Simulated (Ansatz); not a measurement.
Species: RbO (charge 0, doublet). 
Structure (B3LYP-D3(BJ)/def2-TZVP (Ansatz, a program for electronic structure) minimum search):
```xyz
2

Rb     0.0000     0.0000    -0.4183
O      0.0000     0.0000     1.9348
```
Charge 0, spin multiplicity 2.

Basis-set convergence of Hartree-Fock and CCSD correlation energies (hartree) with Ansatz. Cores are frozen in the correlated levels unless marked. Open shells are spin-unrestricted. No spin-orbit coupling. Frozen are the shells of the preceding noble gas and the d and f shells that filled before the atom's block. The outer core of K, Ca and their heavier congeners is not correlated, a term that matters for these elements. Past Kr the def2 sets carry scalar-relativistic core potentials.

```tsv
basis	functions	E(HF)	E(corr, CCSD)
def2-SVPD	50	-98.56291	-0.17714
def2-TZVPPD	80	-98.65114	-0.21748
def2-QZVPPD	129	-98.65500	-0.23323
```

Extrapolating the two largest sets (X = 3 and 4) as X^-3: E(corr) = (64·(-0.23323) - 27·(-0.21748))/37 = -0.2447 Eh, an estimate of the basis-set limit. The largest set recovers 95.3 % of it, the smallest 72.4 %.
